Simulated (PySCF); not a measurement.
Molecule: sum formula SiN$_{2}$H$_{5}$Cl$_{2}$ (charge +1, singlet). It need not be the lowest isomer of its formula. 
Geometry from a B3LYP-D3(BJ)/def2-TZVP (Ansatz) optimisation:
```xyz
10

Si    -0.1644    -0.2217     0.0101
Cl    -0.0577     0.7754    -1.7288
Cl     0.0259     0.8692     1.6844
N      1.5055    -1.1328    -0.0058
N     -1.3570    -1.3812     0.0712
H      1.5794    -1.7539    -0.8151
H      1.6198    -1.7086     0.8318
H     -1.8668    -1.6774    -0.7487
H     -1.8256    -1.6312     0.9302
H      2.2958    -0.4844    -0.0430
```
Charge +1, spin multiplicity 1.

Dispersion corrections to the total energy (kcal/mol) from the dftd3 and dftd4 libraries through PySCF: D3(BJ) without and D4 with the three-body term, each with the damping fitted for the functional named.

```csv
functional,D3(BJ),D4
BP86,-11.51,-8.75
revPBE,-16.02,?
BLYP,-14.62,-13.83
CAM-B3LYP,?,-5.52
B2PLYP,-5.90,?
HSE06,-4.83,-5.05
TPSSh,-8.02,-7.77
```

Question: What belongs in the gaps?

Answer: 
- revPBE, D4: -17.67
- CAM-B3LYP, D3(BJ): -5.73
- B2PLYP, D4: -4.44
